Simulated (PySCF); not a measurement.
# What a mistake does to a calculation on C2ClH5Si

Calculated results; nothing here was measured. The program is PySCF 2.14.0, an open-source quantum chemistry code, run on an isolated molecule that a program drew, which may never have been made. The molecule is C2ClH5Si (charge 0, singlet), drawn as the SMILES string `CC=[SiH]Cl`.

Each row is a Hartree-Fock (HF) and frozen-core CCSD(T) single point in the cc-pV(D+d)Z basis, meant for a local HF minimum. Run 1 is clean. Each other run has one planted mistake out of seven kinds, and not every kind appears here: one electron removed, one electron added, multiplicity raised by two, geometry at a saddle point, minimal basis STO-3G, one bond length entered in bohr, all coordinates scaled. The reference is restricted for singlets and unrestricted otherwise, and also for a bond in bohr. Adding or removing an electron swaps singlet and doublet. Electrons count all cores. HOMO and LUMO are orbital energies over both spins, the gradient is its largest component, and the lowest frequency (negative if imaginary) is given only where the gradient is small. Bond lengths are over the 8 bonds as drawn. T1 is the CCSD diagnostic: over 0.02 (restricted) or 0.045 (unrestricted) a single reference is doubtful.

Geometry of the clean run:
```xyz
9
C2ClH5Si, angstrom
C     0.3501   -0.2263    1.6336
C     0.2145   -0.2574    0.1291
Si    1.2143    0.5277   -0.9788
Cl    0.9406    0.4194   -3.0067
H    -0.5489    0.1863    2.1003
H     1.1979    0.3798    1.9605
H     0.4911   -1.2337    2.0358
H    -0.6098   -0.8448   -0.2649
H     2.3726    1.3636   -0.6594
```

| run | electrons | basis functions | <S^2> | HOMO (eV) | LUMO (eV) | gradient (hartree/bohr) | lowest frequency (cm^-1) | mean bond (Å) | longest bond (Å) | T1 | HF (hartree) | CCSD(T) (hartree) | mistake |
|---|---|---|---|---|---|---|---|---|---|---|---|---|---|
| 1 | 48 | 99 | 0.000 | -8.29 | 2.65 | 1.6e-05 | 150 | 1.3845 | 2.049 | 0.0113 | -827.07997 | -827.66450 | no fault |
| 2 | 47 | 99 | 0.757 | -16.59 | -6.13 | 7.8e-02 | - | 1.3845 | 2.049 | 0.0164 | -826.82341 | -827.36487 | one electron removed |
| 3 | 48 | 99 | 2.031 | -5.69 | 0.82 | 8.5e-02 | - | 1.3845 | 2.049 | 0.0126 | -827.00380 | -827.55258 | multiplicity raised by two |
| 4 | 48 | 99 | 1.095 | -7.93 | 2.56 | 2.6e-02 | - | 1.5053 | 2.053 | 0.0623 | -826.95562 | -827.52930 | one bond length entered in bohr |
| 5 | 49 | 99 | 0.775 | 1.08 | 8.86 | 4.3e-02 | - | 1.3845 | 2.049 | 0.0108 | -827.01155 | -827.60232 | one electron added |
| 6 | 48 | 33 | 0.000 | -6.16 | 6.78 | 4.9e-02 | - | 1.3845 | 2.049 | 0.0087 | -817.86632 | -818.08891 | ? |

**Which mistake was planted in run 6, and what did it cost?**

It has 33 basis functions where the clean run has 99, with the same electrons and geometry. So the mistake is: minimal basis STO-3G. Subtracting run 1 and multiplying by 627.51 kcal/mol a hartree, the energy moved by 5781.7 kcal/mol in HF and 6008.8 kcal/mol in CCSD(T).

Cautions from the logs. Run 4: T1 is over the limit, so its CCSD(T) energy is less reliable; run 5: the HOMO is above zero, so the electron isn't bound and the energy depends on the basis.
